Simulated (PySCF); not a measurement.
**Silicon: a sound run and one with changed settings**

Sound run: Si²⁺ [Ne] 3s2, Si³⁺ [Ne] 3s1. Computed with PySCF 2.14 in pcseg-2, with no relativity, point nucleus. In the sound run the correlated levels freeze [Ne]. The sound run starts from symmetry-adapted Hartree-Fock orbitals and uses a fine grid where one is needed.

A second run was set up differently.

```
species   method  sound run (hartree)  changed run (hartree)  converged
   Si²⁺      MP2           -288.01819             -288.08278        yes
   Si²⁺  CCSD(T)           -288.03115             -288.09638        yes
   Si³⁺      MP2                  n/a             -286.86998        yes
   Si³⁺  CCSD(T)                  n/a             -286.87308        yes
```

Ionisation energy of Si²⁺:

```
 method  sound run (eV)  changed run (eV)
    UHF          31.936            31.936
    MP2          32.788            33.002
SCS-MP2          32.958            33.130
   CCSD          33.140            33.265
CCSD(T)          33.140            33.288
```

Question: What was changed?
A. all electrons correlated in a valence basis
B. minimal basis
C. level shift left on
D. too few SCF iterations

Answer: A. A valence basis has no tight correlating functions, so it recovers only part of the core correlation, and not evenly between atom and ion.
